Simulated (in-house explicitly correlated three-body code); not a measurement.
Computed with an exponentially correlated three-body code. Model: two electrons around a point charge, non-relativistic, variational in 260 exponentially correlated functions (energies converged to about 1e-7 hartree, or 1e-8 relative for large Z).

For two electrons in a singlet the Kohn-Sham orbital is the square root of half the density, so the exact Kohn-Sham potential and energy parts follow from the density alone, and exchange is minus half the Hartree energy. The Kohn-Sham level equals minus the binding energy of the second electron.

Command:
```bash
python run_hyl.py task.json out
```
Settings (lengths in bohr, energies in hartree):
```
Z                      1.06
interaction_strength   1
functions              260
states_tried           13
```

Cost of the run: 45 s on 1 thread of Arm Neoverse V1, with other jobs on the host.

**Those bound S and P states to n = 4 that converged, binding against the one-electron ion.**

Given: nuclear charge 1.06.

Computed: one-electron threshold -0.5618 hartree.

```
term  energy (hartree)  binding (eV)  quantum defect
1 1S       -0.61351034        1.4071         0.81343
3 3P      -0.562000334     0.0054514               -
```

**Converged states only, values per electron or pair.**

```
term  mean r (bohr)  mean r squared (bohr²)  mean inverse r (1/bohr)  mean r12 (bohr)  mean inverse r12 (1/bohr)  mean cosine  mean p1 dot p2 (bohr⁻²)  delta r1 (bohr⁻³)  delta r12 (bohr⁻³)
1 1S         2.3761                  8.7374                  0.74575           3.8267                    0.35396     -0.10449                 0.040692            0.20217           0.0041453
3 3P          104.6                   24876                  0.53335           207.79                  0.0066938  -0.00015528              -5.2804e-07            0.18955                   -
```

**Exact Kohn-Sham parts of the ground state from its density.**

Computed: total energy -0.61351034 hartree; Kohn-Sham kinetic 0.5846 hartree; Hartree energy 0.84778 hartree; exchange energy -0.42389 hartree; potential part of the DFT correlation energy -0.069923 hartree; exact minus restricted Hartree-Fock -0.039677 hartree; Kohn-Sham level -1.4071 eV; restricted Hartree-Fock level -1.9034 eV.

(1) What is the kinetic part of the DFT correlation energy?

(2) What is the DFT correlation energy?

**Functionals on the exact density and self-consistent, errors are functional minus exact, hybrids only self-consistent, a dash where a self-consistent run leaves the top level unbound.**

```json
{"result": "SCAN", "exchange error (millihartree)": "-9.5692", "correlation error (millihartree)": "10.018", "functional driven error (millihartree)": "0.44916"}
{"result": "M06-L", "exchange error (millihartree)": "-8.6154", "correlation error (millihartree)": "10.034", "functional driven error (millihartree)": "1.4184"}
{"result": "OLYP", "exchange error (millihartree)": "?", "correlation error (millihartree)": "?", "functional driven error (millihartree)": "?"}
{"result": "r2SCAN", "exchange error (millihartree)": "-9.5692", "correlation error (millihartree)": "10.018", "functional driven error (millihartree)": "0.44916"}
{"result": "revTPSS", "exchange error (millihartree)": "-8.7763", "correlation error (millihartree)": "3.4229", "functional driven error (millihartree)": "-5.3534"}
{"result": "RPBE", "exchange error (millihartree)": "-15.422", "correlation error (millihartree)": "8.7703", "functional driven error (millihartree)": "-6.6514"}
{"result": "AM05", "exchange error (millihartree)": "37.356", "correlation error (millihartree)": "-24.612", "functional driven error (millihartree)": "12.743"}
```

(3) What belongs in the row OLYP?

## Answers

(1) 0.02891 hartree.

(2) -0.041013 hartree.

(3) exchange error (millihartree): -10.905; correlation error (millihartree): 9.2859; functional driven error (millihartree): -1.6191.

The correlation energy of density-functional theory lies 1.3 millihartree below exact minus Hartree-Fock, because the Hartree-Fock density, unlike the exact one, minimises the Hartree-Fock energy.
